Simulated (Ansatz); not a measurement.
Born–Oppenheimer molecular dynamics of C2H7AlSSi (12 atoms, charge 0, multiplicity 1). It starts from a relaxed structure.

Theory: RKS B3LYP-D4/STO-3G (Ansatz 0.2.0).

```yaml
ensemble: NVT, Nosé–Hoover chain
time_step: 0.5 fs
steps_asked: 150
set_temperature: 500 K
thermostat: time constant 300 fs, chain length 3
seed: 550642
```

First frame:

```xyz
12
Properties=species:S:1:pos:R:3
C -1.326 1.440 1.256
C -0.743 0.308 0.846
Si 1.095 0.103 0.593
S 1.625 0.153 -1.468
Al 0.487 -1.447 -2.211
H -2.413 1.534 1.385
H -0.750 2.345 1.494
H -1.393 -0.551 0.624
H 1.774 1.189 1.264
H 1.501 -1.144 1.212
H -0.352 -2.270 -1.280
H 0.573 -1.714 -3.682
```

Q: How far do the bonds stretch over the last three quarters of this one trajectory? (Pairs bonded in most of those frames.)

A: 
```csv
bond,mean (Å),spread (Å),shortest,longest
C1–C2,1.341,0.013,1.32,1.36
C1–H6,1.101,0.014,1.08,1.12
C1–H7,1.102,0.017,1.08,1.13
C2–Si3,1.881,0.030,1.84,1.93
C2–H8,1.101,0.004,1.09,1.11
Si3–S4,2.138,0.051,2.06,2.21
Si3–H9,1.450,0.013,1.43,1.47
Si3–H10,1.450,0.053,1.38,1.53
S4–Al5,2.104,0.003,2.10,2.11
Al5–H11,1.504,0.044,1.44,1.57
Al5–H12,1.498,0.018,1.47,1.53
```

Mean temperature of the second half: 275 K. The conserved energy stayed within 0.2 meV per atom of its start (net change 0.087 meV per atom), so the integration is sound. The mean temperature of the second half is 45 % below the set value. A run of 0.075 ps of so small a system gives no equilibrium averages. Limits of this set-up: minimal basis.

The run took 6.9 min on 1 thread of Intel(R) Xeon(R) Platinum 8259CL CPU @ 2.50GHz (Skylake/Cascade Lake), with other jobs on the host, peak memory 0.11 GiB.
